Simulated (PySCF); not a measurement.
Compound: C5H4NO (doublet state).
Numbering: `[CH2:1]=[C:2][c:3]1[cH:4][n:5][cH:6][o:7]1` (hydrogens: H8, H9 on C1; H10 on C4; H11 on C6)

Theory: UKS B3LYP, pcH-1 on C H N O, non-relativistic, mean-field spin-orbit, GIAO (PySCF 2.14.0). Isolated species at its GFN2-xTB geometry, gas phase. The geometry wasn't refined by DFT: couplings that depend on bond lengths, twists or pyramidal angles can differ widely from those at the functional's own minimum. Stability of the SCF solution: not tested. ⟨S²⟩ is 0.776 where a pure state has 0.75.

(1) Predict the first-order ENDOR lines of N5, H8/H9, H10 and H11 under fast tumbling at B = 3340.5 mT (W band).

(2) Which pairs are centred on the nuclear Larmor frequency, and which on half the coupling?

(3) At what field would the lower line of H10 fall to zero frequency?

Answers

(1) ν± = |νn ± a/2|, one line for each electron-spin manifold; νn = |g_N| × 7.62259 MHz/T × B.

| nuclei | isotope | g_N | νn (MHz) | a_iso (MHz) | lower line (MHz) | upper line (MHz) |
| --- | --- | --- | --- | --- | --- | --- |
| N5 | 14N | 0.4038 | 10.28 | -6.13 | 7.22 | 13.34 |
| H8/H9 | 1H | 5.5857 | 142.23 | 112.17 | 86.15 | 198.31 |
| H10 | 1H | 5.5857 | 142.23 | -31.43 | 126.51 | 157.95 |
| H11 | 1H | 5.5857 | 142.23 | -24.55 | 129.95 | 154.51 |

(2) Centred on νn, since |a| < 2νn: N5, H8/H9, H10 and H11. No pair has |a| > 2νn.

(3) Where νn = |a|/2, that is B = 15.72 MHz/(5.5857 × 7.62259 MHz/T) = 369 mT, as far as first order holds there.

Means are taken over nuclei equivalent by connectivity, which assumes that they swap fast.
